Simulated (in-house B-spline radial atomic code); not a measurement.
Computed with a B-spline radial atomic code. Model: two electrons, singlet ground state, non-relativistic, full CI in B-splines with partial waves to l = 8 (at full coupling up to 3e-4 hartree above the limit, correlation up to 0.6 % small), density held at that of full coupling by Lieb maximisation.

W(λ) is the mean repulsion in the state of coupling λ less the Hartree energy of the fixed density. Its start is exact exchange, its initial slope is twice the second-order Görling-Levy correlation energy, and its area from 0 to 1 is E_xc. A straight curve means weak, dynamic correlation, and a curve that drops fast and flattens means strong correlation.

Command:
```bash
python run_ac.py task.json out
```
Settings (lengths in bohr, energies in hartree):
```
potential              coulomb
strength               3.25
lmax                   8
```

Run time, properties included: 7.1 s on 1 thread of Intel(R) Xeon(R) Processor @ 2.30GHz (shared host).

**W = mean repulsion less Hartree energy, and W of three functionals.**

Given: confinement point charge; nuclear charge 3.25; external potential -Z/r.

Computed: LDA exchange minus exact 253.18 millihartree; PBE exchange minus exact 28.888 millihartree.

```csv
coupling,W xc (hartree),W xc minus exchange (millihartree),kinetic minus Kohn-Sham (millihartree),LDA (PW92) W minus its exchange (millihartree),PBE W minus its exchange (millihartree),SCAN W minus its exchange (millihartree)
0,-1.8075,0,0,0,0,0
0.02,-1.8093,-1.886,0,-13.24,-1.83,-1.84
0.05,-1.8121,-4.696,0.1,-27.58,-4.61,-4.54
0.12,-1.8186,-11.171,0.7,-53.94,-11.13,-10.71
0.25,?,?,?,?,?,?
0.4,-1.8434,-35.973,7.1,-127.28,-36.87,-33.86
0.6,?,?,?,?,?,?
0.8,-1.8761,-68.611,26.6,-199.95,-71.53,-63.74
1,-1.8913,-83.816,40.2,-229.41,-87.81,-77.54
1.4,-1.9197,-112.23,74.2,-279.94,-118.34,-103.24
2,-1.9579,-150.47,139,-341.64,-159.58,-137.8
3,-2.012,-204.6,273.4,-421.49,-218.32,-187.04
4.5,-2.0763,-268.86,512.3,-510.07,-289.07,-246.58
7,-2.1535,-346.09,950.1,-613.11,-376.91,-320.58
10,-2.2167,-409.21,1480.6,-698.06,-452.56,-383.61
```

**Question.** What belongs in the row 0.25?

**Answer.** W xc (hartree): -1.8304; W xc minus exchange (millihartree): -22.9; kinetic minus Kohn-Sham (millihartree): 2.8; LDA (PW92) W minus its exchange (millihartree): -91.95; PBE W minus its exchange (millihartree): -23.2; SCAN W minus its exchange (millihartree): -21.72.

**Question.** What belongs in the row 0.6?

**Answer.** W xc (hartree): -1.8601; W xc minus exchange (millihartree): -52.68; kinetic minus Kohn-Sham (millihartree): 15.4; LDA (PW92) W minus its exchange (millihartree): -166.48; PBE W minus its exchange (millihartree): -54.55; SCAN W minus its exchange (millihartree): -49.21.

**Question.** What is the SCAN exchange minus exact?

**Answer.** -4.5308 millihartree.

**Energy parts, natural occupations and partial-wave weights.**

Computed: total energy -8.6862 hartree; correlation energy -0.043589 hartree; kinetic part of the DFT correlation energy 0.040227 hartree; initial slope twice GL2 -0.094544 hartree; kinetic part over minus potential part 0.47995; Hartree energy 3.6149 hartree; Kohn-Sham kinetic 8.6457 hartree.

| natural | occupation of the shell (electrons) |
| --- | --- |
| s | 1.9945 |
| p | 0.0029279 |
| s | 0.0022437 |
| d | 0.00014289 |
| p | ? |
| s | 4.5794e-05 |

**Question.** What belongs in the row p?

**Answer.** occupation of the shell (electrons): 0.00010399.

```csv
wave,weight
s,0.99838
p,0.0015211
d,8.0158e-05
f,?
g,2.6798e-06
```

**Question.** What belongs in the row f?

**Answer.** weight: 1.1444e-05.

**Question.** What is the Lieb Oxford ratio E_xc over LDA exchange?

**Answer.** 1.1909.

**Question.** What is the exchange energy?

**Answer.** -1.8075 hartree.

Half-way to full coupling W has made 53 % of its drop, against 50 % for a straight line, and second-order (GL2) theory, half the initial slope, overshoots the correlation energy by about 8 %: a moderate bend, as in light atoms. Over couplings 0 to 1 the errors in E_xc come to about +158 millihartree for LDA, +27 millihartree for PBE, -1.6 millihartree for SCAN, so SCAN is nearest. In LDA and PBE and SCAN the errors of exchange and correlation have opposite signs, so the sum is smaller than the larger of the two.
